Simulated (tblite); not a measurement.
C₅H₁₀ClO (doublet state).
Structure used (GFN2-xTB), in Å, numbered top down from 1:
```xyz
17
C5H10ClO angstrom
C      2.0789    0.2852    0.3142
C      0.9215   -0.5889   -0.1540
C     -0.4521   -0.0426    0.2549
C     -1.5280   -1.1143   -0.0658
O     -1.5159   -2.1896    0.6691
C     -0.7836    1.2545   -0.4653
Cl    -2.4272    1.8079   -0.0266
H      2.0785    1.2498   -0.1875
H      3.0231   -0.2072    0.0953
H      2.0225    0.4501    1.3874
H      1.0179   -1.5816    0.2890
H      0.9584   -0.7014   -1.2401
H     -0.4584    0.1222    1.3363
H     -1.5559   -1.3320   -1.1621
H     -2.5078   -0.5789    0.0948
H     -0.7745    1.1210   -1.5479
H     -0.1044    2.0578   -0.1850
```

All values are computed: GFN2-xTB (tblite) harmonic vibrations without scaling, gas phase. Against measured fundamentals such values can be off by several per cent, at times by over 20. One conformer, not necessarily the lowest. Open shells enter through the occupations alone, without spin polarisation, and single modes of such species can be off by tens of per cent.

Harmonic wavenumbers (cm⁻¹): 74.4, 90.6, 104.8, 185.3, 209.7, 230.8, 277.4, 385.8, 435.4, 505.7, 702.0, 731.9, 807.2, 827.2, 923.8, 980.0, 1015.1, 1045.8, 1077.5, 1097.3, 1127.4, 1151.0, 1198.0, 1226.1, 1233.4, 1256.0, 1304.6, 1317.9, 1320.1, 1341.6, 1413.3, 1434.0, 1482.5, 1499.0, 1505.8, 2484.7, 2655.1, 2958.6, 2971.4, 2977.6, 2996.1, 2996.4, 3038.4, 3041.6, 3046.8.

A = 2404, B = 1448, C = 960.8 MHz; mass 121.042 u (most abundant isotopes); point group C1, symmetry number 1; spin multiplicity 2.

Question: Zero-point energy?

Answer: ½Σν̃ = 30343 cm⁻¹ = 362.98 kJ/mol.

Question: Entropy at 350 K, 1 bar (ideal gas, RRHO, classical rotation)?

Answer: Translation 172.00, rotation 123.14, vibration 114.89, spin (R ln 2) 5.76: S = 415.8 J/(mol K).

Question: And Cp and H(350 K) − H(0)?

Answer: Cp = 154.04 J/(mol K), of which vibrations give 120.78 (their classical limit is 45 R = 374.2); H(350 K) − H(0) = 32.95 kJ/mol without the zero-point energy, 21.31 from vibrations.

Question: How do the functions run with temperature in this model?

Answer: 
| T (K) | S (J/(mol K)) | Cp (J/(mol K)) | H − H(0) (kJ/mol) | G − H(0) (kJ/mol) | ln q(vib) |
| --- | --- | --- | --- | --- | --- |
| 150 | 318.5 | 87.9 | 9.05 | -38.72 | 2.24 |
| 250 | 370.3 | 118.6 | 19.34 | -73.25 | 4.39 |
| 298.15 | 392.6 | 135.4 | 25.45 | -91.62 | 5.41 |
| 400 | 437.5 | 171.7 | 41.09 | -133.92 | 7.54 |
| 600 | 519.0 | 231.0 | 81.70 | -229.72 | 11.70 |
| 900 | 624.7 | 289.1 | 160.45 | -401.76 | 17.72 |

q(vib) and H(0) count from the zero-point level.

Question: Blend soft modes into free rotors: weight 1/[1 + (100 cm⁻¹/ν̃)⁴] for the oscillator and the rest for a rotor with moment μB/(μ + B), μ = h/(8π²ν), B = 10⁻⁴⁴ kg m². What vibrational entropy results?

Answer: 108.05 J/(mol K) in place of 114.89, which changes −T·S at 350 K by +2.39 kJ/mol.

Question: What must be added to the electronic energy to get the Gibbs energy at 350 K and 1 bar?

Answer: ZPE + [H(350 K) − H(0)] − T·S = 362.98 + 32.95 − 145.53 = 250.40 kJ/mol.

Hindered rotation and anharmonicity are outside this model. Other conformers, if any are populated, would add a mixing term that is left out. The structure is chiral; the term R ln 2 for an equal mix with its mirror image is left out.
